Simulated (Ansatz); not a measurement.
Zn2Cl6, relaxed as a singlet with RKS r2SCAN-D4/def2-SVP in Ansatz, starting from the GFN1-xTB geometry. Force threshold 0.02 eV/Å.

The structure comes from a short search, and lower isomers may exist.

Start:

Cartesian coordinates in Å:
```
Zn 0.5735 1.4177 0.8096
Zn -0.6420 -0.3510 -1.4827
Cl -1.5703 1.0131 0.1313
Cl -0.2897 -2.3165 0.3881
Cl -1.4689 -1.4421 -3.0500
Cl 1.4697 0.4617 -1.0703
Cl 1.4086 2.5368 2.3482
Cl 0.5190 -1.3199 1.9258
```

| step | energy (eV) | largest force component (eV/Å) | SCF passes |
| --- | --- | --- | --- |
| 1 | -171939.1816 | 0.836 | 18 |
| 2 | -171939.2540 | 0.243 | 19 |
| 3 | -171939.2723 | 0.100 | 19 |
| 4 | -171939.3052 | 0.297 | 20 |
| 5 | -171939.3510 | 0.280 | 20 |
| 6 | -171939.3810 | 0.142 | 21 |
| 7 | -171939.3842 | 0.115 | 21 |
| 8 | -171939.3913 | 0.078 | 22 |
| 9 (rejected) | -171939.3805 | 0.311 | 21 |
| 10 | -171939.3939 | 0.024 | 21 |
| 11 | -171939.3943 | 0.038 | 22 |
| 12 | -171939.3946 | 0.023 | 23 |
| 13 | -171939.3948 | 0.015 | 23 |
| 14 | -171939.3950 | 0.020 | 22 |

Force components are those of the run's own axes.

End:

```xyz
8

Zn    0.560    1.259    0.827
Zn   -0.630   -0.168   -1.515
Cl   -1.618    1.295   -0.051
Cl   -0.356   -2.092    0.084
Cl   -1.365   -1.972   -2.527
Cl    1.471    0.721   -1.271
Cl    1.414    2.092    2.597
Cl    0.523   -1.135    1.857
```

Bonds formed: Zn1–Cl8 (atoms count from 1). The end is the same structure that another start reached, the lowest one found.

The force fell under the threshold at step 13, but the optimiser went on. No frequencies were taken in this run, so the end may be a saddle point.

Run time 60 s (4 threads of Arm Neoverse V1 on a shared host).
